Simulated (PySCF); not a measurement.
C₅H₆FO₂ (doublet state).
SMILES with atom numbers: `[CH3:1][O:2][C:3]1[CH:4]=[C:5]([F:6])[O:7][CH2:8]1` (hydrogens: H9, H10, H11 on C1; H12 on C4; H13, H14 on C8)

Cartesian coordinates in Å at the GFN2-xTB level; atoms count from 1:
```
atom  x, y, z in Å
C1     2.218    0.509    0.016
O2     1.359   -0.600    0.153
C3     0.035   -0.330    0.055
C4    -0.660    0.849   -0.155
C5    -1.992    0.513   -0.166
F6    -3.058    1.288   -0.331
O7    -2.234   -0.818    0.022
C8    -0.970   -1.443    0.175
H9     2.031    1.251    0.798
H10    3.230    0.122    0.113
H11    2.097    0.982   -0.964
H12   -0.276    1.839   -0.286
H13   -0.850   -2.213   -0.602
H14   -0.932   -1.949    1.152
```

The hyperfine couplings belong to this conformer and change with its torsions.

The calculation used UKS B3LYP, pcH-1 on C F H O, non-relativistic, mean-field spin-orbit, GIAO (PySCF 2.14.0). Geometry: GFN2-xTB, one conformer, isolated molecule. Couplings are sensitive to structure, and on GFN2-xTB geometries they can be far from those on DFT ones. No stability test was run, so a lower SCF solution isn't excluded.

Question: What is the g tensor, term by term?

Answer: 
```
                    Δg (ppm)     1     2     3
relativistic mass correction  -229  -229  -229
            gauge correction    -1    64    42
   orbital Zeeman/spin–orbit  -116  1981  2800
                       total  -345  1816  2614
```

So g = 2.00197, 2.00414, 2.00493 and g_iso = 2.00368; the tensor is rhombic: the two nearest values differ by 27 % of g3 − g1. Axes: g2 points within 5° of the C5–F6 bond and g3 points within 1° of the C3–C8 bond.

Question: At 9.631 GHz, how far is the centre of the isotropic spectrum from where a free electron (g = 2.002319) resonates?

Answer: B = hν/(g μB) with μB/h = 13.99624 MHz/mT gives 343.66 mT for the free electron and 343.42 mT at g_iso, 0.23 mT lower.

Question: What effective moment and Curie constant follow for a powder?

Answer: With the mean of g² = 4.0147 and S(S+1) = 0.75: μ_eff = √(⟨g²⟩S(S+1)) = 1.735 μB and χT = 0.12505·⟨g²⟩·S(S+1) = 0.377 cm³ K/mol (cgs; spin-Hamiltonian part alone).

Question: In a frozen sample, at which fields do the three g values resonate at 9.5, 34, 94 and 263 GHz (hyperfine left aside), and which band first spreads them over more than twice a line width of 1.0 mT?

Answer: 
```tsv
band	GHz	B(g3) mT	B(g2) mT	B(g1) mT	spread mT
X	9.5	338.54	338.68	339.04	0.50
Q	34.0	1211.62	1212.11	1213.41	1.79
W	94.0	3349.78	3351.11	3354.73	4.95
J	263.0	9372.26	9375.99	9386.11	13.85
```

The spread grows in proportion to the frequency. W band is the first where it exceeds 2.0 mT.

The Mulliken spin populations are largest on C3 (+0.53), C5 (+0.48) and C4 (-0.21). The positive populations add up to 1.28 and the negative ones to -0.28, together 2S = 1. The angles at C3 add up to 360.0°, so it is planar.

The HOMO–LUMO gaps are 4.78 eV among the α and 6.31 eV among the β orbitals.

Hardware: one thread of an Intel Xeon at 2.50 GHz, shared host. Cost: 2.1 min of wall time (with the writing of density and orbital grids), 0.96 GiB resident at most.
